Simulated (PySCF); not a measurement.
CH6OSiTe, SMILES C[Te]O[SiH3]. Atoms are numbered in the order given.

```xyz
10

Te    -0.6509    -0.0783     0.5196
C     -0.6757     2.0322     0.0345
H     -1.6680     2.4227     0.3357
H     -0.5268     2.1740    -1.0510
H      0.1176     2.5347     0.6169
O      1.3213    -0.3247     0.0588
Si     1.7043    -0.7242    -1.5389
H      1.1412    -2.0613    -1.9462
H      3.2056    -0.7730    -1.5950
H      1.2028     0.3154    -2.5117
```
Charge 0, spin multiplicity 1.

Coordinates come from a PBE-D3(BJ)/def2-SVP optimisation. The structure was generated by enumeration, and PubChem lists no compound with its InChIKey, so it may never have been made. The def2 effective core potentials stand for the cores of Te; spin–orbit coupling is left out. One conformer was computed; it need not be the lowest.

All values below come from PySCF 2.14.0 with TDA-CAM-B3LYP/def2-SVPD.

Vertical excitations. Gas-phase values at a fixed geometry.

Computed excitation energies, oscillator strengths and character:
```csv
state,energy (eV),λ (nm),f,main pairs
S1,2.72,456,0.001,HOMO→LUMO 97 %
S2,4.60,269,0.001,HOMO→LUMO+1 89 %
S3,5.00,248,0.011,HOMO−1→LUMO 91 %
S4,5.54,224,0.096,HOMO→LUMO+2 95 %
S5,6.29,197,0.068,"HOMO−2→LUMO 63 %, HOMO−3→LUMO 21 %"
S6,6.41,193,0.043,"HOMO→LUMO+3 58 %, HOMO→LUMO+4 18 %, HOMO−3→LUMO 17 %"
S7,6.49,191,0.001,"HOMO→LUMO+4 42 %, HOMO−3→LUMO 25 %, HOMO→LUMO+5 14 %, HOMO−2→LUMO 8 %"
S8,6.52,190,0.005,"HOMO→LUMO+3 34 %, HOMO−3→LUMO 24 %, HOMO→LUMO+4 19 %, HOMO−2→LUMO 9 %"
S9,6.66,186,0.010,"HOMO→LUMO+5 43 %, HOMO→LUMO+6 41 %"
S10,6.94,179,0.025,"HOMO→LUMO+6 41 %, HOMO→LUMO+5 29 %, HOMO→LUMO+4 14 %"
T1,1.95,637,0,HOMO→LUMO 96 %
T2,3.88,319,0,"HOMO→LUMO+1 81 %, HOMO→LUMO+6 13 %"
T3,4.35,285,0,HOMO−1→LUMO 89 %
T4,5.32,233,0,"HOMO→LUMO+2 64 %, HOMO−2→LUMO 21 %"
```
Triplets are in the Tamm–Dancoff approximation.
